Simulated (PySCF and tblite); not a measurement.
The numbers below are computed, except where a source is named.
C₆H₁₂Si, numbered as in [SiH3:1][C@@H:2]1[CH:3]=[CH:4][CH2:5][CH2:6][CH2:7]1.

Conformers came from 60 starts (ETKDG and KDG, MMFF94s, GFN2-xTB); geometries are GFN2-xTB. Weights use PBE0-D3(BJ)/pcSseg-1 energies plus GFN2-xTB zero-point and thermal terms (modes under about 200 cm⁻¹ blended into free rotors). Symmetry numbers and mirror images are counted. Conformers within 2.5 kcal/mol (GFN2-xTB free energy) were kept, 10 at most. Codes: tblite and PySCF.

Rotational constants are equilibrium values for the commonest isotopes; dipoles come from the energy level named.

The 6-ring runs over atoms 2–3–4–5–6–7.

```json
{"conformer": "1", "shape": "6-ring half-chair (ring torsions -1, 15, -45, 63, -48, 18°)", "symmetry": "C1"}
{"conformer": "2", "shape": "6-ring half-chair (ring torsions -2, -18, 50, -64, 43, -10°)", "symmetry": "C1"}
```

Q: Give the rotational constants and dipole components, as needed to look for these species in a jet-cooled rotational spectrum.

A: 
```json
{"conformer": "1", "A (MHz)": "3613", "B (MHz)": "1644", "C (MHz)": "1394", "abs μa (D)": "0.51", "abs μb (D)": "0.27", "abs μc (D)": "0.28", "κ": "-0.77", "Ic−Ia−Ib (u Å²)": "-84.8"}
{"conformer": "2", "A (MHz)": "4315", "B (MHz)": "1444", "C (MHz)": "1183", "abs μa (D)": "0.61", "abs μb (D)": "0.36", "abs μc (D)": "0.16", "κ": "-0.83", "Ic−Ia−Ib (u Å²)": "-40.1"}
```

Q: Which type of transition is strongest for conformer 1?

A: a-type, since that component is clearly the largest; the top is asymmetric (κ = -0.77).
